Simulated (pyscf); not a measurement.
`[SbH3]` + `[CH3][Zn][CH3]` → `[CH3][SbH2]` + `[CH3][ZnH]` (four-centre exchange; singlet surface; H–Sb, C–Zn broken, C–Sb, H–Zn formed). Optimised with ωB97X-D3(BJ)/def2-SVP in PySCF. Energies in kJ/mol from the separated reactants.

```tsv
level	barrier	reaction energy
ωB97X-D3(BJ)/def2-TZVP	124.5	+8.0
PBE/def2-TZVP	139.3	+15.8
r²SCAN/def2-TZVP	(withheld)	+14.2
B3LYP-D3(BJ)/def2-TZVP	146.3	+11.2
PBE0-D3(BJ)/def2-TZVP	(withheld)	(withheld)
ωB97M-D3(BJ)/def2-TZVP	152.9	+12.6
```

Complete the blanks.


- r²SCAN/def2-TZVP, barrier: 133.3
- PBE0-D3(BJ)/def2-TZVP, barrier: 134.4
- PBE0-D3(BJ)/def2-TZVP, reaction energy: +13.0

The functionals in the table span 28.4 kJ/mol in this barrier, from ωB97X-D3(BJ) to ωB97M-D3(BJ)/def2-TZVP. On the reactant side the descent ends in a complex (not fully relaxed), 17.0 kJ/mol under the separated species and 141.5 kJ/mol under the saddle at ωB97X-D3(BJ)/def2-TZVP. On the product side the descent ends in a complex (not fully relaxed), 21.2 kJ/mol under the separated species and 137.7 kJ/mol under the saddle at ωB97X-D3(BJ)/def2-TZVP. At the saddle there is also a short Sb–Zn contact that neither side keeps. One saddle was located; it need not be the lowest between these sides. Elements up to Kr have no core potential and no relativistic terms here. Elements past Kr carry the def2 core potentials, without spin-orbit coupling.
